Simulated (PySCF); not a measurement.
Computed vibrations of [Sm(NH2)4]−

[Sm(NH2)4]− (singlet in the valence; each metal's 4f electrons, 5 of them, lie in its core potential, out of spins and levels). PySCF 2.14.0, RKS PBE0, Sm lcecp-1-SVP with ECP51, N def2-SVP, H def2-SVP; non-relativistic Hamiltonian with scalar-relativistic core potentials where named; density fitting; no spin-orbit coupling. Central differences of gradients.

```xyz
13

Sm    0.0000    0.0000    0.0000
N     1.1718    1.4098    1.4098
H     1.5807    1.1689    2.3144
H     1.5807    2.3144    1.1689
N    -1.1718   -1.4098    1.4098
H    -1.5807   -1.1689    2.3144
H    -1.5807   -2.3144    1.1689
N     1.1718   -1.4098   -1.4098
H     1.5807   -2.3144   -1.1689
H     1.5807   -1.1689   -2.3144
N    -1.1718    1.4098   -1.4098
H    -1.5807    2.3144   -1.1689
H    -1.5807    1.1689   -2.3144
```

Run from Python with OMP_NUM_THREADS=2. Where DIIS fails, smearing, a level shift and second-order steps follow.
It took 79 s on 2 threads of Arm Neoverse V2, on a shared host.

(1) What are the harmonic wavenumbers and infrared intensities?

(2) Is this a minimum?

An lcecp potential fixes the number of 4f electrons, so in runs with it no electron can move into or out of that shell.

Results:

(1) Modes are labelled in D2d; negative numbers are unstable modes, those under 60 cm⁻¹ near the noise; a finer grid moves soft modes by up to 10 cm⁻¹.
| cm⁻¹ | km/mol | symmetry |
| --- | --- | --- |
| -146 | – | a2 |
| 52 | 14.0 | e |
| 52 | 14.0 | e |
| 76 | 0.0 | b2 |
| 89 | 0.0 | b1 |
| 95 | 0.0 | a1 |
| 125 | 2.7 | e |
| 125 | 2.7 | e |
| 201 | 0.0 | b1 |
| 266 | 0.0 | a2 |
| 314 | 37.4 | e |
| 314 | 37.4 | e |
| 337 | 156.5 | e |
| 337 | 156.5 | e |
| 354 | 0.0 | b1 |
| 360 | 247.4 | b2 |
| 360 | 0.0 | a1 |
| 441 | 204.8 | e |
| 441 | 204.8 | e |
| 448 | 172.5 | b2 |
| 471 | 0.0 | a1 |
| 1512 | 22.6 | b2 |
| 1513 | 5.1 | e |
| 1513 | 5.1 | e |
| 1517 | 0.0 | a1 |
| 3506 | 10.5 | b2 |
| 3507 | 11.2 | e |
| 3507 | 11.2 | e |
| 3508 | 0.0 | a1 |
| 3592 | 0.0 | a2 |
| 3593 | 0.0 | b1 |
| 3593 | 10.3 | e |
| 3593 | 10.3 | e |

(2) No: 1 unstable; the lowest moves the atoms so:
```
Sm   0.00  0.00  0.00
N    0.00  0.00  0.00
H   -0.30  0.09  0.16
H    0.30 -0.16 -0.09
N    0.00  0.00  0.00
H   -0.30  0.09 -0.16
H    0.30 -0.16  0.09
N    0.00  0.00  0.00
H    0.30  0.16  0.09
H   -0.30 -0.09 -0.16
N    0.00  0.00  0.00
H    0.30  0.16 -0.09
H   -0.30 -0.09  0.16
```
